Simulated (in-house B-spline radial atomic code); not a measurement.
# Tc VIII (Tc7+): [Ar] 3d9 4s2 4p6 7p1 (an excited or competing configuration)

Level of theory: Dirac-Hartree-Fock, average of configuration, Fermi nucleus of rms radius 4.41117 fm; calculated with a radial B-spline atomic code at the basis-set limit.

Effective charges: Z_r = [3n² - l(l+1)]/(2<r>) from the radius, Z_e = n√(-2ε) from the energy, and Slater's rules. Values are occupation-weighted means over j. An effective charge above Z reflects the relativistic contraction of the inner shells.

```csv
shell,electrons,ε (eV),<r> (bohr),Z_r,Z_e,Slater
1s,2,-21330,0.03427,43.77,39.59,42.70
2s,2,-3255.7,0.1489,40.30,30.94,38.85
2p,6,-2925.1,0.1302,38.41,29.33,38.85
3s,2,-717.88,0.4086,33.04,21.79,31.75
3p,6,-605.49,0.4088,30.58,20.01,31.75
3d,9,-426.9,0.3894,26.96,16.80,22.20
4s,2,-209.11,0.9857,24.35,15.68,16.10
4p,6,-171.16,1.052,21.87,14.19,16.10
7p,1,-28.289,5.696,12.73,10.09,8.00
```

The least bound orbital is 7p3/2 at -28.21 eV, and it is also the most diffuse (<r> = 5.712 bohr). The part-filled 3d shell lies below the filled 4p shell in orbital energy.

Spin-orbit splittings of the orbital energies (j = l + 1/2 above j = l - 1/2 when positive): 2p 119 eV, 3p 21.11 eV, 3d 4.037 eV, 4p 3.924 eV, 7p 0.2319 eV.

For the 1s electron the small component carries 2.46 % of the norm, the zero-frequency Breit interaction raises the level by 41.85 eV, self-energy by 22.91 eV, and vacuum polarisation lowers it by 2.692 eV.
